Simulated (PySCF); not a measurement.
Input file for PySCF: D3(BJ) and D4 dispersion corrections on SO2 (SMILES O=S=O).

```python
from pyscf import gto
from pyscf.dispersion import dftd3, dftd4

mol = gto.M(
    atom='''
    O    -1.17500436   -0.65455049    3.17745050
    S     0.17728022   -0.17179924    3.29820406
    O     0.37704918    1.24950070    3.42586536
    ''',
    basis='def2-svp',
    charge=0, spin=0, verbose=0, max_memory=1800)
d3, d4 = {}, {}
for xc in ['hf', 'pbe', 'blyp', 'revpbe', 'tpss', 'r2scan', 'b3lyp', 'pbe0', 'bhlyp', 'camb3lyp', 'b2plyp']:
    d3[xc] = float(dftd3.DFTD3Dispersion(mol, xc=xc, version='d3bj', atm=False).get_dispersion()['energy'])
    print(f'D3(BJ) {xc:10s} {d3[xc]:14.8f} Eh')
for xc in ['hf', 'pbe', 'blyp', 'revpbe', 'tpss', 'r2scan', 'b3lyp', 'pbe0', 'bhlyp', 'camb3lyp', 'b2plyp']:
    d4[xc] = float(dftd4.DFTD4Dispersion(mol, xc={'camb3lyp': 'cam-b3lyp'}.get(xc, xc), atm=True).get_dispersion()['energy'])
    print(f'D4     {xc:10s} {d4[xc]:14.8f} Eh')
```

Output:

```
D3(BJ) hf            -0.01566022 Eh
D3(BJ) pbe           -0.00137683 Eh
D3(BJ) blyp          -0.00310425 Eh
D3(BJ) revpbe        -0.00363678 Eh
D3(BJ) tpss          -0.00173517 Eh
D3(BJ) r2scan        -0.00033427 Eh
D3(BJ) b3lyp         -0.00253812 Eh
D3(BJ) pbe0          -0.00117144 Eh
D3(BJ) bhlyp         -0.00204820 Eh
D3(BJ) camb3lyp      -0.00105260 Eh
D3(BJ) b2plyp        -0.00118158 Eh
D4     hf            -0.00666909 Eh
D4     pbe           -0.00160645 Eh
D4     blyp          -0.00373856 Eh
D4     revpbe        -0.00562642 Eh
D4     tpss          -0.00218451 Eh
D4     r2scan        -0.00034764 Eh
D4     b3lyp         -0.00263744 Eh
D4     pbe0          -0.00131472 Eh
D4     bhlyp         -0.00190786 Eh
D4     camb3lyp      -0.00131179 Eh
D4     b2plyp        -0.00109921 Eh
```

The run finished.

Cost: roughly 0.010 core-seconds.
